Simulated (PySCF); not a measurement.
C7H15 (doublet state).
SMILES with atom numbers: `[CH2:1][C@@H:2]([CH3:3])[C@H:4]([CH3:5])[CH2:6][CH3:7]` (hydrogens: H8, H9 on C1; H10 on C2; H11, H12, H13 on C3; H14 on C4; H15, H16, H17 on C5; H18, H19 on C6; H20, H21, H22 on C7)

Geometry (GFN2-xTB, Å), atoms numbered from 1 in this order:
```xyz
22
C7H15 angstrom
C     -1.8194    0.2408   -1.1036
C     -1.3641    0.0736    0.2855
C     -1.7564   -1.2965    0.8399
C      0.1728    0.3298    0.4423
C      0.4842    1.8099    0.2354
C      0.9836   -0.5487   -0.5139
C      2.4856   -0.4835   -0.2601
H     -2.0192   -0.6109   -1.7233
H     -1.8975    1.2174   -1.5394
H     -1.8443    0.8421    0.9094
H     -1.3846   -1.4231    1.8544
H     -1.3590   -2.0980    0.2232
H     -2.8397   -1.3917    0.8569
H      0.4366    0.0618    1.4720
H      0.3431    2.0889   -0.8061
H      1.5117    2.0286    0.5143
H     -0.1677    2.4286    0.8489
H      0.6642   -1.5858   -0.4031
H      0.7689   -0.2440   -1.5407
H      3.0024   -1.2029   -0.8916
H      2.7062   -0.7208    0.7789
H      2.8822    0.5040   -0.4803
```

The hyperfine couplings belong to this conformer and change with its torsions.

Method: PySCF, UKS B3LYP, pcH-1 on C H, non-relativistic, mean-field spin-orbit, GIAO. Isolated species at its GFN2-xTB geometry (one conformer only). Couplings are sensitive to structure, and on GFN2-xTB geometries they can be far from those on DFT ones. The SCF solution wasn't tested for stability.

Task: The isotropic 13C couplings are +89.3, +62.1, -33.0, +7.2, +3.8, -0.7 MHz. Assign them to C1; C2; C3; C4; C6; C7.

Result: 
```json
{"site": "C1", "a_iso (MHz)": "+89.3", "ρ(0) (bohr⁻³)": "+0.0795", "position": "largest spin population", "distance from C1 (Å)": "0.00", "spin population": "+1.07", "largest |T| (MHz)": "160.9"}
{"site": "C2", "a_iso (MHz)": "-33.0", "ρ(0) (bohr⁻³)": "-0.0293", "position": "1 bond from C1", "distance from C1 (Å)": "1.47", "spin population": "-0.09", "largest |T| (MHz)": "2.1"}
{"site": "C3", "a_iso (MHz)": "+7.2", "ρ(0) (bohr⁻³)": "+0.0064", "position": "2 bonds from C1", "distance from C1 (Å)": "2.48", "spin population": "+0.01", "largest |T| (MHz)": "2.8"}
{"site": "C4", "a_iso (MHz)": "+62.1", "ρ(0) (bohr⁻³)": "+0.0552", "position": "2 bonds from C1", "distance from C1 (Å)": "2.52", "spin population": "+0.06", "largest |T| (MHz)": "13.0"}
{"site": "C6", "a_iso (MHz)": "+3.8", "ρ(0) (bohr⁻³)": "+0.0034", "position": "3 bonds from C1", "distance from C1 (Å)": "2.97", "spin population": "0.00", "largest |T| (MHz)": "1.9"}
{"site": "C7", "a_iso (MHz)": "-0.7", "ρ(0) (bohr⁻³)": "-0.0006", "position": "4 bonds from C1", "distance from C1 (Å)": "4.45", "spin population": "0.00", "largest |T| (MHz)": "0.4"}
```

ρ(0) is the spin density at the nucleus and T the dipolar tensor; entries for several nuclei are means. The largest Mulliken spin populations are on C1 (+1.07) and C2 (-0.09). No atom but C1 exceeds +0.15. The angles at C1 add up to 359.9°, so it is planar; its axial dipolar tensor and the negative couplings of its protons fit spin in a p orbital normal to that plane.

The spin density at the nucleus, in bohr⁻³, is negative for C2 (-0.0293) and H8/H9 (-0.0141), for instance. A restricted open-shell determinant has no negative spin density anywhere; here it arises because α and β orbitals differ (spin polarisation).

Means are taken over nuclei equivalent by connectivity, which assumes that they swap fast.

Hardware: one thread, Intel Xeon at 2.50 GHz (x86_64), no GPU, shared host. Cost: 3.4 min wall (with the writing of density and orbital grids), 1.1 GiB resident at most.
